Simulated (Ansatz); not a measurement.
Wavefunction ladder for CH₅BFGaO (`FCB[O][GaH2]`)

Z-matrix (Å, degrees):
```
C
B 1 1.592
F 1 1.443 2 108.6
H 1 1.093 2 114.0 3 -117.3
H 1 1.093 2 114.0 3 117.3
O 2 1.321 1 118.2 3 -0.0
H 2 1.205 1 118.9 3 180.0
Ga 3 2.181 1 110.3 2 0.0
H 8 1.558 3 100.8 1 112.6
H 8 1.558 3 100.8 1 -112.7
```

The species carries charge 0 and has multiplicity 1. Correlated methods include outer-core shells of Ga, which these sets cover unevenly. Scalar relativity is left out up to krypton. The structure was optimised at the PBE0-D4/def2-TZVP level. It is one conformer, not always the lowest. Frozen core, restricted reference, Ansatz 0.2.0.

```json
{"basis": "def2-SVP", "HF (Eh)": "?", "MP2 corr.": "-0.80465", "CCSD corr.": "-0.83264", "(T)": "-0.02231", "CCSD(T) total": "?"}
{"basis": "def2-TZVPP", "HF (Eh)": "-2163.18615", "MP2 corr.": "?", "CCSD corr.": "?", "(T)": "-0.03705", "CCSD(T) total": "?"}
{"basis": "def2-QZVPP", "HF (Eh)": "-2163.23790", "MP2 corr.": "?", "CCSD corr.": "–", "(T)": "–", "CCSD(T) total": "–"}
```

Fill in the withheld values. (Best estimate.)

Computed: def2-SVP HF (Eh): -2162.65106; def2-SVP CCSD(T) total: -2163.50601; def2-TZVPP MP2 corr.: -0.98392; def2-TZVPP CCSD corr.: -1.00792; def2-TZVPP CCSD(T) total: -2164.23112; def2-QZVPP MP2 corr.: -1.29118.
